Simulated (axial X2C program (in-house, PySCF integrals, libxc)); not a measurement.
**A run on Ce₂ that gave no curve**

A calculation with an axial X2C code built on PySCF integrals was to scan the bond of Ce₂, spin-free and two-component.

Input:
```json
{"zs": [58, 58], "q": 0, "bas": ["dyall-cv3z", "dyall-cv3z"], "levels": ["PBE0", "HF", "BHandHLYP", "PW91", "r2SCAN"], "cc": true, "r0": 3.26, "thr": -2.0, "nmax": 140}
```
```bash
python so2c.py task.json out
```

Keys: zs atomic numbers; q charge; bas basis sets; levels methods; cc coupled cluster on or off; r0 starting distance in Å; thr threshold in hartree for freezing inner shells (an s shell follows its p shell); nmax most natural virtual spinors. HF also brings MP2.

Outcome:

The PBE0 distance search ended without bracketing a minimum (the end of its range of 0.55 to 2.1 times the start, unconverged steps or the time limit), so no curve was computed. This does not show that the molecule is unbound.
